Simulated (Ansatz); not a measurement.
Relaxation of BrF3H3NTi (9 atoms, charge 0, multiplicity 1), to a largest force component of 0.03 eV/Å in at most 50 steps.

Method: RKS B3LYP-D4/def2-SVP in Ansatz.

```xyz
9
Properties=species:S:1:pos:R:3:forces:R:3
Ti -0.516 0.182 -0.469 -0.87 0.32 1.13
N -0.130 -0.337 2.706 -0.60 0.42 -0.37
H -0.310 -1.256 3.118 0.05 0.13 -0.05
H 0.639 0.092 3.228 -0.08 -0.07 -0.05
F 0.979 0.969 -0.098 -0.04 -0.01 -0.01
F -0.812 0.577 -2.124 0.00 -0.02 0.05
F -0.395 -1.543 -0.441 0.00 0.06 0.01
Br -2.513 1.087 0.749 0.91 -0.39 -0.70
H -0.977 0.242 2.871 0.63 -0.44 0.00
```

**Question.** Where does it end, and by what steps?

**Answer.** The forces met the threshold. The force dipped under the threshold on the way, but the program's further checks kept it going. After 19 steps the energy has fallen by 0.709 eV; H4 moved furthest, 0.98 Å. Joined: Ti1–N2 (3.24 → 2.31 Å).

```json
{"step": "0", "energy less start (eV)": "0.0000", "largest force component (eV/Å)": "1.126", "accepted": "yes"}
{"step": "1", "energy less start (eV)": "-0.2823", "largest force component (eV/Å)": "0.643", "accepted": "yes"}
{"step": "2", "energy less start (eV)": "-0.5116", "largest force component (eV/Å)": "0.535", "accepted": "yes"}
{"step": "3", "energy less start (eV)": "-0.6326", "largest force component (eV/Å)": "1.183", "accepted": "yes"}
{"step": "4", "energy less start (eV)": "-0.6144", "largest force component (eV/Å)": "1.594", "accepted": "no"}
{"step": "5", "energy less start (eV)": "-0.6840", "largest force component (eV/Å)": "0.226", "accepted": "yes"}
{"step": "6", "energy less start (eV)": "-0.6903", "largest force component (eV/Å)": "0.083", "accepted": "yes"}
{"step": "7", "energy less start (eV)": "-0.6928", "largest force component (eV/Å)": "0.064", "accepted": "yes"}
{"step": "8", "energy less start (eV)": "-0.6943", "largest force component (eV/Å)": "0.039", "accepted": "yes"}
{"step": "9", "energy less start (eV)": "-0.6970", "largest force component (eV/Å)": "0.016", "accepted": "yes"}
{"step": "10", "energy less start (eV)": "-0.6977", "largest force component (eV/Å)": "0.229", "accepted": "yes"}
{"step": "11", "energy less start (eV)": "-0.7006", "largest force component (eV/Å)": "0.157", "accepted": "yes"}
{"step": "12", "energy less start (eV)": "-0.7049", "largest force component (eV/Å)": "0.024", "accepted": "yes"}
{"step": "13", "energy less start (eV)": "-0.6804", "largest force component (eV/Å)": "0.783", "accepted": "no"}
{"step": "14", "energy less start (eV)": "-0.7064", "largest force component (eV/Å)": "0.160", "accepted": "yes"}
{"step": "15", "energy less start (eV)": "-0.7059", "largest force component (eV/Å)": "0.118", "accepted": "no"}
{"step": "16", "energy less start (eV)": "-0.7080", "largest force component (eV/Å)": "0.051", "accepted": "yes"}
{"step": "17", "energy less start (eV)": "-0.7087", "largest force component (eV/Å)": "0.003", "accepted": "yes"}
{"step": "18", "energy less start (eV)": "-0.7090", "largest force component (eV/Å)": "0.083", "accepted": "yes"}
{"step": "19", "energy less start (eV)": "-0.7092", "largest force component (eV/Å)": "0.017", "accepted": "yes"}
```

```xyz
9
Properties=species:S:1:pos:R:3
Ti -0.505 0.158 0.017
N -0.243 -0.228 2.284
H -0.886 -0.947 2.623
H 0.709 -0.544 2.486
F 0.815 1.261 0.342
F -0.670 0.439 -1.696
F -0.119 -1.550 -0.028
Br -2.724 0.810 0.677
H -0.413 0.615 2.836
```

Whether the end is a true minimum wasn't checked by a vibrational analysis.

The run took 25 s on 4 threads of AMD EPYC 9R45 96-Core Processor (Zen 5), on a shared host, peak memory 0.42 GiB.
